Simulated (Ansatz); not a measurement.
Geometry optimisation, Ansatz 0.2.0, RHF/def2-SVP.

Input:

```yaml
crystal:
  periodic: [false, false, false]
  atoms:
    - { symbol: C, position_ang: [1.6441, -1.8582, -1.8909] }
    - { symbol: O, position_ang: [0.4615, -1.2784, -1.2312] }
    - { symbol: C, position_ang: [0.7011, 0.0203, -0.7171] }
    - { symbol: C, position_ang: [-0.4575, 0.5382, -0.0968] }
    - { symbol: C, position_ang: [-0.7892, 0.7579, 1.1858] }
    - { symbol: C, position_ang: [-2.0875, 1.3664, 1.6759] }
    - { symbol: O, position_ang: [0.1201, 0.4869, 2.2237] }
    - { symbol: H, position_ang: [1.3709, -2.7878, -2.2871] }
    - { symbol: H, position_ang: [1.8791, -1.1627, -2.7078] }
    - { symbol: H, position_ang: [2.4416, -1.9134, -1.1897] }
    - { symbol: H, position_ang: [1.5443, -0.0372, 0.0399] }
    - { symbol: H, position_ang: [1.0549, 0.7027, -1.4951] }
    - { symbol: H, position_ang: [-1.3579, 0.7781, -0.8375] }
    - { symbol: H, position_ang: [-2.611, 0.6701, 2.3813] }
    - { symbol: H, position_ang: [-2.7762, 1.5424, 0.8548] }
    - { symbol: H, position_ang: [-1.8981, 2.3255, 2.225] }
    - { symbol: H, position_ang: [0.7409, -0.1513, 1.9069] }
basis:
  gaussian: { orbitals: def2-SVP }
hamiltonian:
  xc: hf
relax:
  f_tol: 0.02
  max_steps: 50
```

Launched with:

```bash
$ ansatz run input.yaml --threads 2 --pin off --max-ram 3072MiB --backend cpu --events-out ev --progress --plain --runs-dir out
```

Task: Where does it end, and by what steps?

Result: It converged. The force dipped under the threshold on the way, but the program's further checks kept it going. After 31 steps the energy has fallen by 0.998 eV; H8 moved furthest, 1.64 Å.

```csv
step,energy less start (eV),largest force component (eV/Å),accepted
0,0.0000,6.465,yes
2,-0.7478,0.378,yes
4,-0.7618,0.072,yes
6,-0.7636,0.038,yes
8,-0.7642,0.025,yes
10,-0.7650,0.144,yes
12,-0.7677,0.127,yes
14,-0.7722,0.292,yes
16,-0.8012,0.438,yes
18,-0.8515,0.796,yes
20,-0.9366,0.440,yes
22,-0.9740,0.130,yes
24,-0.9881,0.283,yes
26,-0.9958,0.114,yes
28,-0.9970,0.021,yes
30,-0.9975,0.029,yes
31,-0.9975,0.012,yes
```

```xyz
17
Properties=species:S:1:pos:R:3
C 1.849 -1.727 -1.303
O 0.931 -1.012 -0.544
C 0.565 0.237 -1.058
C -0.421 0.937 -0.168
C -0.941 0.511 0.981
C -1.924 1.304 1.786
O -0.668 -0.660 1.570
H 2.043 -2.670 -0.797
H 1.459 -1.940 -2.304
H 2.792 -1.182 -1.406
H 1.462 0.858 -1.181
H 0.136 0.107 -2.060
H -0.737 1.909 -0.527
H -2.847 0.732 1.904
H -2.153 2.260 1.321
H -1.522 1.479 2.786
H -0.044 -1.143 1.040
```

Whether the end is a true minimum wasn't checked by a vibrational analysis.

Time of the run: 85 s on 2 threads of Arm Neoverse V2 (shared host), peak memory 0.4 GiB.
